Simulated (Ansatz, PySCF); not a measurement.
Process, species as SMILES: OB(O)Br → O[B]Br + [OH] (HO) (the B-O bond at the site shown breaks; other sites are not compared here)
Structures are relaxed separately at B3LYP-D3(BJ)/def2-TZVP in Ansatz (an electronic-structure program), one conformer each, not searched for the lowest. Frequencies are from Ansatz or PySCF.

Property: bond dissociation energy (enthalpy at 298 K, with B3LYP-D3(BJ) rigid-rotor harmonic-oscillator terms), in eV. Cores are frozen in the correlated levels unless marked. UHF or UKS for open shells. Spin-orbit coupling is left out. Frozen are the shells of the preceding noble gas and the d and f shells that filled before the atom's block. No relativistic terms. CBS marks a two-point X^-3 extrapolation of the correlation energy; Hartree-Fock from the larger set (for Q and 5 zeta extrapolated as (X+1)exp(-9√X)).

CCSD(T)/CBS(cc-pVQZ,cc-pV5Z) (Ansatz) gives 6.40 eV.

**Question.** Another calculation gave 6.27 eV. Which level was it?
A) B97M-V/def2-TZVPD (Ansatz)
B) B3LYP/def2-TZVPD (Ansatz)
C) SVWN5/def2-TZVPD (Ansatz)
D) wB97M-V/def2-TZVPD (Ansatz)

**Answer.** A, B97M-V/def2-TZVPD (Ansatz). The others give 6.43 (wB97M-V), 6.09 (B3LYP), 7.21 (SVWN5) eV.
